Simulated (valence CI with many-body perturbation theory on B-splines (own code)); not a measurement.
## Which ion has this spectrum?

A relativistic CI+MBPT calculation for an atom or ion with 14 electrons gives these levels (cm⁻¹):

```csv
J,Parity,E,g
0,even,0,
1,even,262352,1.50
2,even,303309,1.22
2,even,595710,1.28
0,even,688843,
2,odd,893206,1.73
1,odd,1026126,0.88
2,odd,1137301,1.44
3,odd,1205063,1.32
2,odd,1209597,0.85
0,odd,1296778,
1,odd,1319846,1.26
2,odd,1349284,0.99
3,odd,1379885,1.11
```

The energies are calculated, and their last digits are not significant.

Q: Which is it?
A. Pd32+
B. Tc29+
C. Cd34+
D. In35+

A: A. Pd32+, ground level (3s^2 3p1/2^2) J=0.
